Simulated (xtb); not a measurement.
xtb input (GFN1-xTB):

```bash
xtb mol.xyz --gfn 1 --sp --chrg -1 --uhf 0
```
mol.xyz:
```
9

Si     1.55258318    -0.23532089     0.13903130
N      0.04796859    -0.01522373    -0.47011217
Si    -1.54940598     0.25768931    -0.23078682
H      2.61273258    -0.44712336    -0.91538835
H      2.13863081     0.89454814     0.96311184
H      1.76295463    -1.42790399     1.05152369
H     -2.31888663    -0.78253655     0.55974880
H     -2.35092818     0.34811444    -1.50748797
H     -1.93439564     1.53888561     0.48302025
```

Output:

```
           -------------------------------------------------
          |                Calculation Setup                |
           -------------------------------------------------

           -------------------------------------------------
          |                 G F N 1 - x T B                 |
           -------------------------------------------------

        Reference                      10.1021/acs.jctc.7b00118
      * Hamiltonian:
        H0-scaling (s, p, d)           1.850000    2.250000    2.000000
        zeta-weighting                 0.000000
      * Dispersion:
        s8                             2.400000
        a1                             0.630000
        a2                             5.000000
        s9                             0.000000
      * Repulsion:
        kExp                           1.500000
        rExp                           1.000000
      * Coulomb:
        alpha                          2.000000
        third order                    atomic
        anisotropic                    false
      * Halogen bond correction:
        rad-scale                      1.300000
        damping                        0.440000

          ...................................................
          :                      SETUP                      :
          :.................................................:
          :  # basis functions                  36          :
          :  # atomic orbitals                  34          :
          :  # shells                           20          :
          :  # electrons                        20          :
          :  # halogen bonds                     0          :
          :  max. iterations                   250          :
          :  Hamiltonian                  GFN1-xTB          :
          :  restarted?                      false          :
          :  GBSA solvation                  false          :
          :  PC potential                    false          :
          :  electronic temp.          300.0000000     K    :
          :  accuracy                    1.0000000          :
          :  -> integral cutoff          0.2500000E+02      :
          :  -> integral neglect         0.1000000E-07      :
          :  -> SCF convergence          0.1000000E-05 Eh   :
          :  -> wf. convergence          0.2000000E-04 e    :
          :  Broyden damping             0.4000000          :
          :  net charge                         -1          :
          :  unpaired electrons                  0          :
          ...................................................

 iter      E             dE          RMSdq      gap      omega  full diag
   1    -10.5060625 -0.105061E+02  0.645E+00    5.67       0.0  T
   2    -10.5435452 -0.374827E-01  0.392E+00    6.59       1.0  T
   3    -10.5431703  0.374916E-03  0.121E+00    6.16       1.0  T
   4    -10.5463259 -0.315555E-02  0.124E-01    6.38       1.0  T
   5    -10.5463860 -0.601396E-04  0.683E-03    6.39       4.9  T
   6    -10.5463861 -0.129806E-06  0.162E-03    6.39      20.6  T
   7    -10.5463862 -0.112591E-07  0.914E-05    6.39     364.8  T
   8    -10.5463862 -0.149747E-10  0.541E-05    6.39     615.6  T

   *** convergence criteria satisfied after 8 iterations ***

         #    Occupation            Energy/Eh            Energy/eV
      -------------------------------------------------------------
         1        2.0000           -0.5075931             -13.8123
       ...           ...                  ...                  ...
         4        2.0000           -0.2883268              -7.8458
         5        2.0000           -0.2880021              -7.8369
         6        2.0000           -0.2827993              -7.6954
         7        2.0000           -0.2782181              -7.5707
         8        2.0000           -0.2679354              -7.2909
         9        2.0000           -0.2163131              -5.8862
        10        2.0000           -0.2159943              -5.8775 (HOMO)
        11                          0.0187667               0.5107 (LUMO)
        12                          0.0291241               0.7925
        13                          0.0379480               1.0326
        14                          0.0398243               1.0837
        15                          0.0577862               1.5724
       ...                                ...                  ...
        34                          1.7900554              48.7099
      -------------------------------------------------------------
                  HL-Gap            0.2347610 Eh            6.3882 eV
             Fermi-level           -0.0986138 Eh           -2.6834 eV

 SCC (total)                   0 d,  0 h,  0 min,  0.006 sec
 SCC setup                      ...        0 min,  0.000 sec (  1.654%)
 Dispersion                     ...        0 min,  0.000 sec (  0.780%)
 classical contributions        ...        0 min,  0.000 sec (  0.335%)
 integral evaluation            ...        0 min,  0.002 sec ( 24.528%)
 iterations                     ...        0 min,  0.002 sec ( 29.319%)
 molecular gradient             ...        0 min,  0.003 sec ( 40.710%)
 printout                       ...        0 min,  0.000 sec (  2.511%)

         :::::::::::::::::::::::::::::::::::::::::::::::::::::
         ::                     SUMMARY                     ::
         :::::::::::::::::::::::::::::::::::::::::::::::::::::
         :: total energy             -10.456753826258 Eh    ::
         :: gradient norm              0.080809326517 Eh/a0 ::
         :: HOMO-LUMO gap              6.388172500532 eV    ::
         ::.................................................::
         :: SCC energy               -10.546386151672 Eh    ::
         :: -> electrostatic           0.118832792590 Eh    ::
         :: repulsion energy           0.092242397062 Eh    ::
         :: dispersion energy         -0.002610071648 Eh    ::
         :: halogen bond corr.         0.000000000000 Eh    ::
         :: add. restraining           0.000000000000 Eh    ::
         :: total charge              -1.000000000000 e     ::
         :::::::::::::::::::::::::::::::::::::::::::::::::::::

           -------------------------------------------------
          |                Property Printout                |
           -------------------------------------------------

    * Orbital Energies and Occupations

         #    Occupation            Energy/Eh            Energy/eV
      -------------------------------------------------------------
         1        2.0000           -0.5075931             -13.8123
         2        2.0000           -0.4126231             -11.2280
         3        2.0000           -0.3812765             -10.3751
         4        2.0000           -0.2883268              -7.8458
         5        2.0000           -0.2880021              -7.8369
         6        2.0000           -0.2827993              -7.6954
         7        2.0000           -0.2782181              -7.5707
         8        2.0000           -0.2679354              -7.2909
         9        2.0000           -0.2163131              -5.8862
        10        2.0000           -0.2159943              -5.8775 (HOMO)
        11                          0.0187667               0.5107 (LUMO)
        12                          0.0291241               0.7925
        13                          0.0379480               1.0326
        14                          0.0398243               1.0837
        15                          0.0577862               1.5724
        16                          0.0584020               1.5892
        17                          0.1232232               3.3531
        18                          0.1234039               3.3580
Note: The following floating-point exceptions are signalling: IEEE_DENORMAL
normal termination of xtb
        19                          0.1238958               3.3714
        20                          0.1241662               3.3787
        21                          0.1318775               3.5886
       ...                                ...                  ...
        34                          1.7900554              48.7099
      -------------------------------------------------------------
                  HL-Gap            0.2347610 Eh            6.3882 eV
             Fermi-level           -0.0986138 Eh           -2.6834 eV

  Mulliken/CM5 charges         n(s)   n(p)   n(d)
     1Si    0.10939 -0.06536   1.136  2.012  0.742
     2N    -0.43768 -0.55089   1.451  3.987  0.000
     3Si    0.10939 -0.06536   1.136  2.012  0.742
     4H    -0.13130 -0.05322   1.131  0.000  0.000
     5H    -0.12960 -0.05296   1.130  0.000  0.000
     6H    -0.12965 -0.05301   1.130  0.000  0.000
     7H    -0.12965 -0.05300   1.130  0.000  0.000
     8H    -0.13130 -0.05322   1.131  0.000  0.000
     9H    -0.12960 -0.05296   1.130  0.000  0.000

Wiberg/Mayer (AO) data.
largest (>0.10) Wiberg bond orders for each atom

 ---------------------------------------------------------------------------
     #   Z sym  total        # sym  WBO       # sym  WBO       # sym  WBO
 ---------------------------------------------------------------------------
     1  14 Si   4.713 --     2 N    1.663     4 H    0.943     6 H    0.940
                             5 H    0.940     3 Si   0.218
     2   7 N    3.409 --     1 Si   1.663     3 Si   1.663
     3  14 Si   4.713 --     2 N    1.663     8 H    0.943     7 H    0.940
                             9 H    0.940     1 Si   0.218
     4   1 H    0.983 --     1 Si   0.943
     5   1 H    0.982 --     1 Si   0.940
     6   1 H    0.982 --     1 Si   0.940
     7   1 H    0.982 --     3 Si   0.940
     8   1 H    0.983 --     3 Si   0.943
     9   1 H    0.982 --     3 Si   0.940
 ---------------------------------------------------------------------------

Topologies differ in total number of bonds
Writing topology from bond orders to xtbtopo.mol

 dipole moment from electron density (au)
     X       Y       Z
  -0.0351  -0.0030   0.3801  total (Debye):    0.970

           -------------------------------------------------
          | TOTAL ENERGY              -10.456753826258 Eh   |
          | GRADIENT NORM               0.080809326517 Eh/α |
          | HOMO-LUMO GAP               6.388172500532 eV   |
           -------------------------------------------------

------------------------------------------------------------------------
------------------------------------------------------------------------
 total:
 SCF:
```

It need not be the lowest isomer of its formula. Whether it binds its extra electron was not tested at this geometry.
